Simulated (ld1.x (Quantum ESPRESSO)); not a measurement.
## What one change does to a pseudopotential (Sm, TM semilocal)

```json
{
 "Element": "samarium",
 "Generator": "ld1.x (Quantum ESPRESSO) 7.5",
 "Type": "norm-conserving Troullier–Martins (semilocal form)",
 "Functional": "Wu–Cohen",
 "Relativity": "scalar-relativistic",
 "Frozen core": "[Kr] 4d10 4f5",
 "Valence charge": "11",
 "Reference configuration": "5s2 5p6 5d1 6s1.75 6p0 (charge +0.25)",
 "Partial waves": "5s (bound): rc 1.65 bohr; 5p (bound): rc 1.60 bohr; 5d (bound): rc 2.40 bohr",
 "Local potential": "the d channel",
 "Core correction": "none"
}
```

Occupied shells without a wave of their own: 6s. They enter only through the test configuration that unscreens the potential.

Change: core correction a·sin(br)/r model core inside 1.68 bohr (6s counted twice).

Cutoffs: the cutoffs (Ry, on a coarse ladder) from which the occupation-weighted sum of valence levels, in a spherical-Bessel basis at the reference potential, stays within 10 and 1 mRy of its value at 400 Ry; they do not see the model core or the augmentation charge, which bear on the density cutoff. Errors are all-electron minus pseudo energies relative to the spin-unpolarised reference configuration.

Q: What does the change do?

A: The potential gets neither clearly harder nor softer (60 Ry and 100 Ry → 60 Ry and 100 Ry); of the 6 tests that both files solve, the error grows in 4 and shrinks in 1 by more than 15 % and 0.3 meV (median size 96.6 → 150.7 meV); neither file shows a bound ghost at the reference potential, the only one tested. A semilocal file is local in each channel, so a ghost entry of none says nothing of the separable form that plane-wave codes build from it. In the changed file ld1.x takes every shell without a wave as core, so the model core holds the 6s electrons as well and exchange and correlation see them twice. This cancels in the reference configuration, but the file is broken for other ones, and its errors say nothing about a proper core correction. A model core, the more so a compact one, raises the density cutoff, which this test does not measure.

```tsv
quantity	base	changed
cutoff, loose	60 Ry	60 Ry
cutoff, tight	100 Ry	100 Ry
bound ghosts	none	none
largest miss of a reference level, eV	0.12	0.12
tests counted (converged, no solver errors)	6 of 7	6 of 7
error for 5s2 5p6 5d1 6s2 6p0, meV [ΔE -1.16 eV]	+29	+21
error for 5s2 5p6 5d1 6s1 6p0, meV [ΔE 5.33 eV]	-114	-213
error for 5s2 5p6 5d1 6s0 6p0, meV [ΔE 16.98 eV]	-343	-1011
error for 5s2 5p6 5d1 6s1.5 6p0, meV [ΔE 1.46 eV]	-33	-43
error for 5s2 5p6 5d2 6s1 6p0, meV [ΔE 0.31 eV]	-79	-89
error for 5s2 5p6 5d0 6s0 6p0, meV [ΔE 36.65 eV]	-546	-1591
s: phases at 2.60 bohr within 0.05 rad from the reference energy up to (Ry; the scan ends near 5)	-0.2	-0.2
p: phases at 2.60 bohr within 0.05 rad from the reference energy up to (Ry; the scan ends near 5)	1.3	1.3
d: phases at 2.60 bohr within 0.05 rad from the reference energy up to (Ry; the scan ends near 5)	3.3	3.3
```

Base: Tests not counted: 5s2 5p6 5d1 6s0 6p1 (solver errors, printed error -8.5 eV). These tests converged, but a pseudo level misses the all-electron one widely, so the file describes the atom poorly there or has found another state: 5s2 5p6 5d1 6s1 6p0: empty 6p by 3.9 eV; 5s2 5p6 5d1 6s0 6p0: empty 6p by 7.3 eV. The 6s level has no wave, so the channel is fitted at the deeper level alone: the likely source of the large errors. Changed file: Tests not counted: 5s2 5p6 5d1 6s0 6p1 (pseudo-atom not self-consistent, printed error -26.0 eV). These tests converged, but a pseudo level misses the all-electron one widely, so the file describes the atom poorly there or has found another state: 5s2 5p6 5d1 6s1 6p0: empty 6p by 3.9 eV; 5s2 5p6 5d1 6s0 6p0: empty 6p by 7.3 eV; 5s2 5p6 5d0 6s0 6p0: empty 6p by 11.7 eV.
